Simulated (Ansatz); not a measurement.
`OB([SiH3])Cl` + `BS` → `BSB(O)Cl` + SiH₄ at 500 K and 1 bar (cleavage of the B–Si bond).

Gas-phase electronic energies from Ansatz, PBE0-D4/def2-TZVP geometries. CCSD(T)/CBS is the MP2 limit (def2-TZVPP, def2-QZVPP) plus CCSD(T) − MP2 in def2-TZVPP, frozen cores. This one scheme is used for every species. Each species was taken in one conformer, which may not be the lowest.

```
       species  CCSD(T)/CBS energy (Eh)  H − E (kJ/mol)  S (J/(mol·K))
`OB([SiH3])Cl`               -851.31256           157.9          383.9
          `BS`               -424.38198           102.0          273.9
    `BSB(O)Cl`               -984.25247           156.3          395.0
          SiH₄               -291.46306           102.4          230.9
```

H − E and S are ideal-gas, rigid-rotor, harmonic terms from PBE0-D4/def2-TZVP, for one conformer and one mirror image of each species. 1 Eh = 2625.50 kJ/mol, R = 8.31446 J/(mol·K).

Task: By hand: ΔE, ΔH, ΔS and ΔG.

Result: ΔE = (-984.25247) + (-291.46306) − (-851.31256) − (-424.38198) = -0.02099 Eh = -55.1 kJ/mol. Δ(H − E) = 156.3 + 102.4 − 157.9 − 102.0 = -1.2, so ΔH = -56.3 kJ/mol. ΔS = 395.0 + 230.9 − 383.9 − 273.9 = -31.9 J/(mol·K). ΔG = -56.3 − 500 × (-31.9)/1000 = -40.3 kJ/mol.

Task: By hand: the equilibrium constant, and the temperature at which ΔG would vanish if ΔH and ΔS stayed fixed.

Result: log₁₀ K = −ΔG/(RT ln 10) = 4.2. ΔG = 0 at ΔH/ΔS = 1765 K.

ΔH outweighs TΔS. A doubt of 5 kJ/mol in ΔE shifts log₁₀ K by 0.5 here. Other conformers and mirror images would add mixing entropy, several J/(mol·K) or more a flexible species. Modes under 60 cm⁻¹, often nearly free rotors, make the harmonic entropy too high. These are equilibria of isolated gas molecules and say nothing of rates. Largest T1 diagnostic: 0.015 (customary marks: 0.02 for closed shells, 0.045 for open ones).
